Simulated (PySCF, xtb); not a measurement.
C3H5BO3, SMILES OB(O)C1=COC1.

GFN2-xTB in xtb 6.7.1 at its own geometry gives an orbital gap of 4.19 eV and a dipole moment of 1.62 D.

Geometry optimised at PBE0-D3(BJ)/def2-SVP. The structure was generated by enumeration, and PubChem lists no compound with its InChIKey, so it may never have been made. One conformer was computed; it need not be the lowest.

Problem. What does PBE/def2-TZVP in PySCF give? (Estimate from the structure and the level; the computed values follow.)

Solution. gap 4.29 eV (levels -5.79 and -1.50 eV), dipole 2.19 D.
